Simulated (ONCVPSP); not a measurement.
Configuration tests for Si (Z = 14) (ONCV)

silicon (Si), optimised norm-conserving Vanderbilt (ONCV), made with ONCVPSP 4.0.1 (PBE, scalar-relativistic). Core [Ne], reference 3s1.75 3p2.25. Waves: 3s: rc 1.85 bohr, ncon 4, nbas 9, qcut 3.2 1/bohr, 2 projectors, debl 1.4 Ha; 3p: rc 2.15 bohr, ncon 4, nbas 9, qcut 3.1 1/bohr, 1 projector; d scattering state at 0.05 Ha: rc 1.60 bohr, ncon 3, nbas 7, qcut 6.7 1/bohr, 2 projectors, debl 2.6 Ha. Local part: polynomial inside 1.10 bohr (lpopt 5, dvloc0 4 Ha). Core correction: Teter function, fcfact 4.25, rcfact 1.25.

Energies are relative to the spin-unpolarised reference configuration 3s1.75 3p2.25; without spin polarisation the order of configurations can differ from experiment.

```json
{"valence configuration": "3s2 3p1", "charge": "+1", "ΔE all-electron (eV)": "6.052", "error AE − PS (meV)": "+0.3"}
{"valence configuration": "3s2 3p0", "charge": "+2", "ΔE all-electron (eV)": "22.045", "error AE − PS (meV)": "+4.5"}
{"valence configuration": "3s0 3p4", "charge": "0", "ΔE all-electron (eV)": "12.090", "error AE − PS (meV)": "-11"}
```

(1) What are ΔE and the potential's error for 3s2 3p2?

Levels in the configuration 3s2 3p0:

```csv
level,all-electron (eV),pseudo (eV)
3s,-28.536,-28.521
```

## Answers

(1) ΔE = -1.688 eV all-electron; the error (AE − PS) is -0.2 meV.
